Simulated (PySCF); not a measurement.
Compound: TcO4 (charge -1 and singlet state).
Atom-mapped SMILES: `[O:1]=[Tc:2](=[O:3])(=[O:4])[O-:5]`

Structure used (PBE0-D3(BJ)/def2-SVP), in Å, numbered top down from 1:
```xyz
5
TcO4 angstrom
O      0.3277   -1.1807    1.1484
Tc     0.0008    0.0200   -0.0079
O     -0.3759    1.4767    0.7807
O      1.3669    0.2464   -0.9918
O     -1.3165   -0.4614   -0.9670
```

The calculation used PBE0-D3(BJ)/def2-SVP geometry optimisation, gas phase, def2 core potentials past Kr in PySCF.

Take the most abundant isotopes and a rigid rotor. 

Question: Give the principal moments of inertia and the rotational constants in GHz.

Answer: Ia = 123.04, Ib = 123.11, Ic = 123.14 u·Å²; 505379 MHz·u·Å²/I gives 4107, 4105 and 4104 MHz, that is A = 4.1074, B = 4.1052, C = 4.1043 GHz.

Question: Classify the top.

Answer: A spherical top, as the point group Td requires three equal moments; the computed ones differ by 0.08 % because the geometry is symmetric only within the optimiser's tolerance.

The point group Td allows no dipole (computed: 0.01 D (about the centre of mass, as the species is charged)), so a rigid rotor has no electric-dipole lines.

Question: Estimate the classical rotational partition function at 25 K, 298.15 K and 500 K.

Answer: Point group Td, symmetry number σ = 12; q = (√π/σ)·√((kT/h)³/(ABC)), k/h = 20836.6 MHz/K: 211 at 25 K, 8690 at 298.15 K, 18900 at 500 K.

No PBE0-D3(BJ)/def2-SVP frequencies stand behind this structure, so it isn't proved a minimum. These are rigid-rotor constants of the computed structure; measured ground-state constants (B0) also hold zero-point vibration.
